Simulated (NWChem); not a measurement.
# Basis-set convergence for H₃BO

SMILES: BO
```xyz
5

B      0.6630    -0.2523     0.0000
H      1.6125     0.4955     0.0000
H      0.7868    -1.4605     0.0000
O     -0.5548     0.3184     0.0000
H     -1.2753    -0.3205     0.0000
```
Charge 0, spin multiplicity 1.

The numbers come from NWChem runs, not from measurements. All single points use one geometry, from PBE0/def2-SVP, a minimum by its harmonic frequencies. It is one conformer; others weren't searched.

Quantity: vertical ionisation energy at the level ΔCCSD(T) (Δ: difference of total energies, the cation a doublet at the parent's geometry with its hole in an orbital of symmetry a' (Cs labels); it is the state that the SCF runs reached, from PBE0 orbitals for Hartree-Fock references, and need not be the lowest).

The correlated methods keep 2 core orbitals frozen. The Pople sets run with spherical d functions. The structure started from a generated list of species. No SCF solution was tested for a lower state. Open-shell Hartree-Fock references start from PBE0 orbitals; any time given for them includes that run.

The cost column gives rough processor time relative to 3-21G; each entry includes its own SCF.

| basis | functions | vertical ionisation energy (eV) | relative cost |
|---|---|---|---|
| 3-21G | 24 | ___ | 1 |
| cc-pVDZ | 43 | 11.75 | under 3 |
| 6-311G** | 54 | ___ | 5 |
| def2-SVPD | 67 | 11.94 | 9 |
| aug-pcseg-1 | 73 | 11.89 | 9 |
| def2-TZVP | 80 | 11.95 | 10 |
| cc-pVTZ | 102 | ___ | 30 |

Task: Some entries are withheld; supply them.

Result: 
- 3-21G, vertical ionisation energy (eV): 11.36
- 6-311G**, vertical ionisation energy (eV): 11.82
- cc-pVTZ, vertical ionisation energy (eV): 11.99
